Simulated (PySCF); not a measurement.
## Stationary points of Se(OH)₃

Computed with B3LYP in PySCF with Se def2-SVP, O def2-SVP, H def2-SVP; no relativity; density-fitted integrals.

Relaxations began from a few typed shapes; open shells are unrestricted. The search is not exhaustive: other isomers or separated fragments can lie lower, and high-lying points may rest on an excited occupation.

Q: Order these stationary points by electronic energy, lowest first, in kJ/mol from the lowest minimum.
A. doublet C3h: O–H 0.974 Å (×3), Se–O 1.937 Å (×3); H–O–Se 111.1° (×3), O–Se–O 120.0° (×3)
B. doublet C3v: O–H 0.972 Å (×3), Se–O 1.893 Å (×3); H–O–Se 110.1° (×3), O–Se–O 117.1° (×3)
C. doublet C1: O–H 0.969 Å, O–H 0.973 Å, O–H 0.977 Å, Se–O 1.796 Å, Se–O 1.863 Å, Se–O 1.940 Å; H–O–Se 103.4°, H–O–Se 110.0°, H–O–Se 110.4°, O–Se–O 81.1°, O–Se–O 86.3°

A: C (0.0), B (58.5), A (156.9).

Q: Which of them are minima?

A: By energy in kJ/mol, 0.0: minimum; 58.5: minimum; 156.9: saddle point, 6 imaginary modes.
